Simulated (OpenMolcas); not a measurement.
Ni⁵⁺.

```json
{"Program": "OpenMolcas 26.06", "Method": "RASSCF", "Basis": "ANO-RCC-VTZP [6s5p3d2f1g]", "Scalar Hamiltonian": "DKH2, point nucleus", "Active space": "11 electrons in 8 orbitals (RAS1 3p, at most 2 holes; RAS2 3d)", "State averaging": "2S+1 = 6 even, 1 root; 2S+1 = 4 even, 24 roots; 2S+1 = 2 even, 53 roots", "Spin-orbit coupling": "RASSI with atomic mean-field integrals over the reference wave functions, term energies averaged over their components"}
```

Levels without dynamic correlation, in cm⁻¹ above 3d⁵ ⁶S_5/2:

```csv
Level,E
3d⁵ ⁴D_7/2,56579
3d⁵ ⁴G_5/2,47634
3d⁵ ⁴P_5/2,49153
3d⁵ ²D_5/2 [66 %],69664
3d⁵ ²I_11/2,69734
```

On this reference, MS-RASPT2, IPEA 0.25 Eh, imaginary shift 0.1 Eh (closed shells correlated: 3s) puts 3d⁵ ⁴D_7/2 at 52040 cm⁻¹.

**Question.** Estimate the other levels at that method by one scale factor, and say how well it serves.

**Answer.** The factor is 52040 / 56579 = 0.920. Scaled values beside those that MS-RASPT2 gives and measured ones (Corliss and Sugar, J. Phys. Chem. Ref. Data 10, 197 (1981)):
```
            Level  Scaled  MS-RASPT2  Miss (%)  Measured
       3d⁵ ⁴G_5/2   43823      43150      +1.6          
       3d⁵ ⁴P_5/2   45221      47580      -5.0     45884
3d⁵ ²D_5/2 [66 %]   64091      66640      -3.8     64152
      3d⁵ ²I_11/2   64155      62890      +2.0     61196
```
For these levels the scaled values miss MS-RASPT2 by up to 5.0 %, as correlation changes each term by its own factor, spin-orbit parts do not scale and CASPT2 has its own spread within terms. This holds within one configuration; levels of others move differently, and the target method has errors of its own against measurement.

Term energies are means over components that CASPT2 splits; among the terms shown or strongly mixed into the levels shown the widest spread is 630 cm-1 (3d⁵ ²I, MS-RASPT2). Active for correlation alone: 3p; no level in the range computed is led by a configuration that opens it, so any true level of that kind is missing. Without dynamic correlation excited terms often stand tens of per cent too high (terms of higher spin than the ground term too low), and those without a measured partner can miss by more than the paired ones (holds for RASSCF). Computed and measured levels are paired by configuration, term and J; levels that our copy of the source lacks, or whose pairing is in doubt (as where it misses far off the trend of its configuration), stay unpaired and out of the deviations. Only configurations of the active space appear.

A share in square brackets marks a mixed level and gives the weight of the term that names it, the lowest over the columns.
